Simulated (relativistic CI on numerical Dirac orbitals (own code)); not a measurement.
A reference radial Dirac CI calculation of Ar2+ gave the lowest total energy -526.99180 Ha in 50 SCF steps, from this input:

```
atom Ar  Z=18  charge=2  electrons=16
nucleus A=40  rms_radius_fm=3.4274
hamiltonian dirac-coulomb  breit=on  qed=on  c_scale=1
orbitals kli  potential=per-configuration
slater_scale 1
correlation none
mixing on
grid step=0.0125 r_max=34.3
scf mixing=0.4 start=green max_iterations=150 tolerance=2e-08 node_fill=0.05
configurations
  [Ne] 3s2 3p4
  [Ne] 3s 3p5
  [Ne] 3s2 3p3 3d
  [Ne] 3p6
  [Ne] 3s2 3p2 3d2
end
```

One setting was then changed (and the iteration limit cut to 84), and the output read:

```
SCF 1: [Ne] 3s2 3p4
 iter      energy (Ha)   residual   last orbital (Ha)
    1      -524.112509   1.26e+00     -2.12922
    2      -526.556507   5.30e-01     -1.70839
    3      -527.123688   2.95e-02     -1.49758
    4      -527.127368   2.74e-02     -1.56080
    5      -527.128366   1.52e-03     -1.54022
    6      -527.128383   1.56e-04     -1.53787
    7      -527.128385   9.67e-05     -1.53796
    8      -527.128387   1.79e-06     -1.53813
    9      -527.128387   5.68e-07     -1.53813
   10      -527.128387   3.09e-09     -1.53812
error: orbital 3s not found
end: not converged
```

Which setting was changed?
A. SCF mixing
B. configuration list
C. QED terms
D. end of the grid

D. The end of the grid at 5.14 bohr. This setting is bad on purpose; its numbers may not be properties of the ion.
